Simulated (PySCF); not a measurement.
# Orbital energies and ionisation energy

C₆H₁₀F₂O.
SMILES with atom numbers: `[CH3:1][CH2:2][C:3]([F:4])([CH2:5][CH3:6])[C:7](=[O:8])[F:9]` (hydrogens: H10, H11, H12 on C1; H13, H14 on C2; H15, H16 on C5; H17, H18, H19 on C6)

Geometry (PBE0-D3(BJ)/def2-SVP, Å), atoms numbered from 1 in this order:
```
atom  x, y, z in Å
C1     2.748    0.622   -0.855
C2     1.461    0.867   -0.085
C3     0.305   -0.021   -0.537
F4     0.114    0.167   -1.890
C5    -1.000    0.296    0.188
C6    -2.183   -0.517   -0.311
C7     0.675   -1.478   -0.290
O8     0.865   -1.964    0.772
F9     0.779   -2.186   -1.410
H10    3.528    1.332   -0.546
H11    2.584    0.744   -1.935
H12    3.141   -0.393   -0.683
H13    1.130    1.910   -0.214
H14    1.608    0.703    0.994
H15   -1.187    1.373    0.049
H16   -0.834    0.131    1.263
H17   -2.315   -0.388   -1.395
H18   -2.053   -1.592   -0.109
H19   -3.110   -0.200    0.187
```

Level: CAM-B3LYP/def2-SVPD (PySCF). Frontier orbitals with their largest atomic shares (Löwdin; up to four atoms above 4 %):

```json
{"orbital": "HOMO−3", "ε (eV)": "-11.76", "main atoms": "C1 12 %, C2 12 %, C6 11 %, C5 10 %"}
{"orbital": "HOMO−2", "ε (eV)": "-11.48", "main atoms": "C6 14 %, C5 14 %, C1 13 %, C2 12 %"}
{"orbital": "HOMO−1", "ε (eV)": "-11.05", "main atoms": "C3 20 %, F4 15 %, C5 14 %, C2 13 %"}
{"orbital": "HOMO", "ε (eV)": "-10.49", "main atoms": "?"}
{"orbital": "LUMO", "ε (eV)": "0.40", "main atoms": "C7 39 %, O8 30 %, F9 12 %, C3 5 %"}
{"orbital": "LUMO+1", "ε (eV)": "1.15", "main atoms": "C1 10 %, C2 10 %, C5 10 %, C6 10 %"}
{"orbital": "LUMO+2", "ε (eV)": "1.74", "main atoms": "C1 16 %, C6 14 %, H19 9 %, H10 9 %"}
```

What vertical ionisation energy does ΔSCF give, and how far is −ε(HOMO) from it?

ΔSCF: 11.37 eV (1097 kJ/mol; threshold wavelength 109 nm); ⟨S²⟩ of the doublet left behind is 0.757, against 0.75 for a pure doublet. −ε(HOMO) is 10.49 eV, 0.88 eV below it. For the exact functional −ε(HOMO) would equal the first vertical ionisation energy; CAM-B3LYP (range-separated hybrid) falls short of its own ΔSCF value by 8 %.

On which atoms does the HOMO lie?

O8 (carbonyl oxygen) 46 %, C7 (acyl halide carbon) 11 %, C3 (sp3 C–F carbon) 11 %, F4 (alkyl fluorine) 10 %. The HOMO−1 lies 0.56 eV lower.

What kinetic energy would electrons from this vertical process carry with He II light (40.814 eV)?

40.81 − 11.37 = 29.44 eV.

How many of the 10 lowest singlet excitations (vertical TDDFT, same level) lie below the ionisation energy?

All 10; they run from 5.97 to 9.58 eV.

What total energies stand behind the ΔSCF value?

E(N) = -509.03657 Eh and E(N − 1) = -508.61875 Eh at the same geometry, 0.41782 Eh apart.

With α = 75.7 au, estimate the like-pair dispersion coefficient by London's formula C6 = (3/4)α²I.

I = 0.4178 Eh, so C6 ≈ 1800 au, a rough estimate.

One conformer (not necessarily the lowest) at the PBE0-D3(BJ)/def2-SVP geometry, without solvent, vibrations or thermal averaging.
